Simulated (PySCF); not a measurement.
GaH2, SMILES [GaH2], multiplicity 2. Atoms are numbered in the order given.

```xyz
3

Ga     0.0000     0.0000     0.0485
H      0.0000    -1.3863    -0.7523
H      0.0000     1.3863    -0.7523
```
Charge 0, spin multiplicity 2.

Coordinates come from a B3LYP-D3(BJ)/def2-TZVPD optimisation. The spin state was assumed, not searched. The isomer is the one that the SMILES or the coordinates give; other isomers of the formula were not compared.

All values below come from PBE/def2-TZVPD (PySCF).

Mulliken values depend strongly on the basis, most of all with diffuse functions as here. Atomic charges (e):

```json
[
 {"atom": "Ga1", "Mulliken": "0.17", "meta-Löwdin": "0.10", "Mulliken spin": "0.77"},
 {"atom": "H2", "Mulliken": "-0.09", "meta-Löwdin": "-0.05", "Mulliken spin": "0.12"},
 {"atom": "H3", "Mulliken": "-0.09", "meta-Löwdin": "-0.05", "Mulliken spin": "0.12"}
]
```
